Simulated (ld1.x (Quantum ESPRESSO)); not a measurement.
## Logarithmic derivatives: indium, TM

ld1.x (Quantum ESPRESSO) 7.5 input, shortened:

```
&input
   title='In', zed=49., rel=2, dft='PW91', iswitch=3,
   config='[Kr] 4d10 5s1 5p0', rel_dist='average'
 /
 &inputp
   pseudotype=2, tm=.true., lloc=0,
   nlcc=.true., rcore=1.60
 /
2
5P  2  1   0.00   0.00  2.32  2.32  0.0
5S  1  0   1.00   0.00  1.94  1.94  0.0
 &test
   configts(1)='5s1 5p0'
 /
```

Open shells are filled in proportion to 2j + 1 (rel_dist='average').

The phase is arctan(r·u′/u) with u = r·R(r), unwrapped; energies in Ry, scanned from -4 to 5 Ry. A pole is an energy at which the radial function vanishes at the test radius. The pseudo phase is shifted by a multiple of π to meet the all-electron one at the reference energy, and phase errors are pseudo minus all-electron; the curves can meet again beyond the range given. Levels narrower than the energy grid can be missing from the lists of poles.

**Question.** For each channel, where are the poles, and over which energies does the pseudopotential scatter like the atom?

**Answer.**

```
channel  radius (bohr)  reference energy (Ry)  poles, all-electron  poles, pseudo  unbroken range about the reference energy with phases within 0.05 rad  phase error 1 Ry above the reference energy (rad)
      s           2.56                  -1.75                -0.13          -0.18                                                              below 1.6                                             -0.004
   p1/2           2.56                  -1.23                 1.03           0.94                                                              below 3.1                                             -0.004
   p3/2           2.56                  -1.18                 1.25           1.11                                                              below 2.8                                             -0.007
```

Phases in the p1/2 channel:

| E (Ry) | all-electron | pseudo |
| --- | --- | --- |
| -4.00 | 1.303 | 1.301 |
| -3.76 | 1.287 | 1.284 |
| -3.52 | 1.267 | 1.265 |
| -3.28 | 1.244 | 1.241 |
| -3.04 | 1.214 | 1.212 |
| -2.80 | 1.177 | 1.174 |
| -2.56 | 1.127 | 1.125 |
| -2.32 | 1.058 | 1.056 |
| -2.08 | 0.957 | 0.954 |
| -1.84 | 0.795 | 0.792 |
| -1.60 | 0.518 | 0.516 |
| -1.36 | 0.057 | 0.057 |
| -1.12 | -0.495 | -0.496 |
| -0.88 | -0.897 | -0.899 |
| -0.64 | -1.132 | -1.135 |
| -0.40 | -1.273 | -1.276 |
| -0.16 | -1.364 | -1.369 |
| 0.08 | -1.428 | -1.434 |
| 0.32 | -1.476 | -1.482 |
| 0.56 | -1.514 | -1.521 |
| 0.80 | -1.546 | -1.554 |
| 1.04 | -1.572 | -1.581 |
| 1.28 | -1.596 | -1.607 |
| 1.52 | -1.618 | -1.630 |
| 1.76 | -1.638 | -1.653 |
| 2.00 | -1.659 | -1.676 |
| 2.24 | -1.679 | -1.700 |
| 2.48 | -1.701 | -1.727 |
| 2.72 | -1.724 | -1.756 |
| 2.96 | -1.749 | -1.791 |
| 3.20 | -1.779 | -1.834 |
| 3.44 | -1.814 | -1.890 |
| 3.68 | -1.857 | -1.966 |
| 3.92 | -1.914 | -2.079 |
| 4.16 | -1.992 | -2.263 |
| 4.40 | -2.106 | -2.583 |
| 4.64 | -2.287 | -3.103 |
| 4.88 | -2.591 | -3.653 |
